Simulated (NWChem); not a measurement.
AlSiNH6O5; SMILES [OH][Al]([OH])[NH][Si](O)(O)O

```xyz
14

Si     0.0125     1.2672     0.0543
O      1.5505     0.7668    -0.4326
O     -0.5876     2.2076    -1.1906
O      0.0191     2.3165     1.3619
N     -0.7943    -0.2125     0.3909
Al    -0.1990    -1.8632    -0.0447
O     -1.2904    -3.1577     0.2252
O      1.3869    -2.0779    -0.6608
H      1.9608     1.4051    -1.0429
H     -0.9630     3.0502    -0.8818
H      0.1666     1.8742     2.2156
H     -1.7376    -0.1291     0.7837
H     -1.0400    -4.0710     0.0179
H      1.8341    -1.2064    -0.7193
```
Atoms are numbered in this order, from 1.

All runs: NWChem. Pople sets run with spherical d functions. The geometry was optimised at PBE-D3(BJ)/def2-SVP. No frequency run checked for a minimum. Vzz is the largest principal value of the second derivative of the potential at the nucleus (NWChem prints the opposite sign); η is the asymmetry. Non-relativistic.

Task: What does the run give for CAM-B3LYP/6-31G*? Quantities: Vzz O2 (a.u.); η O2; Vzz O4 (a.u.); η O4; Vzz N5 (a.u.); η N5; Vzz Al6 (a.u.); η Al6.

Result: 
```json
{
  "Vzz O2 (a.u.)": "1.335",
  "η O2": "0.70",
  "Vzz O4 (a.u.)": "1.366",
  "η O4": "0.60",
  "Vzz N5 (a.u.)": "-0.560",
  "η N5": "0.78",
  "Vzz Al6 (a.u.)": "0.725",
  "η Al6": "0.13"
}
```
